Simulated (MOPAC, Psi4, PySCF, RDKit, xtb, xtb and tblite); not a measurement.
Two geometries of SMILES C(C(OC)=O)CC#N (C₅H₇NO₂), singlet, relaxed at GFN2-xTB with one dihedral held; other torsions can differ between them too.

Structure A

```
15

C      2.6540     0.1132    -0.1227
O      1.4048    -0.5658    -0.1747
C      0.4093    -0.0258     0.5280
O      0.5101     0.9759     1.1840
C     -0.8600    -0.8477     0.3984
C     -2.0777     0.0788     0.2953
C     -2.0683     0.7830    -0.9630
N     -2.0484     1.3245    -1.9688
H      2.5477     1.1254    -0.5170
H      3.3399    -0.4663    -0.7345
H      3.0104     0.1712     0.9075
H     -0.9500    -1.4642     1.2960
H     -0.7762    -1.5014    -0.4699
H     -3.0059    -0.4931     0.3703
H     -2.0425     0.8152     1.1035
```

Structure B

```
15

C      2.0692    -1.0491     0.8852
O      2.1543     0.1538     0.1456
C      1.5738     1.2870     0.5787
O      2.0530     2.3484     0.2961
C      0.3299     1.1376     1.4407
C     -0.3065     2.5079     1.6932
C     -1.4421     2.3848     2.5694
N     -2.3389     2.2585     3.2664
H      1.0541    -1.4561     0.8953
H      2.7289    -1.7489     0.3755
H      2.4169    -0.9053     1.9104
H     -0.3781     0.4734     0.9377
H      0.6067     0.6760     2.3931
H     -0.6293     2.9546     0.7492
H      0.4272     3.1799     2.1468
```

**Question.** Which is lower in energy at the level Psi4 with PBE0-D3(BJ)/def2-SVP // GFN2-xTB, and by how much?

**Answer.** A is lower, by 34.33 kJ/mol (dihedral C1–O2–C3–O4: 0° in A, 150° in B).

E(B) − E(A) in kJ/mol at the other levels, on the same two geometries: GFN2-xTB (xtb and tblite) 33.80; MMFF94 // GFN2-xTB (RDKit) 39.79; PBE0/def2-SVP // GFN2-xTB (Psi4) 34.41; PBE/def2-SVP // GFN2-xTB (Psi4) 32.67; PBE-D3(BJ)/def2-SVP // GFN2-xTB (Psi4) 32.41; UFF // GFN2-xTB (RDKit) -12.61; PM7, restricted, heats of formation // GFN2-xTB (MOPAC) 33.64; AM1, restricted, heats of formation // GFN2-xTB (MOPAC) 24.80; GFN1-xTB // GFN2-xTB (xtb) 35.78; restricted B3LYP/6-31G*, spherical d, density fitting // GFN2-xTB (PySCF) 34.13; restricted B3LYP/3-21G // GFN2-xTB (PySCF) 31.71; restricted BP86/6-31G*, spherical d, density fitting // GFN2-xTB (PySCF) 32.35; restricted Hartree-Fock/3-21G // GFN2-xTB (PySCF) 35.69.
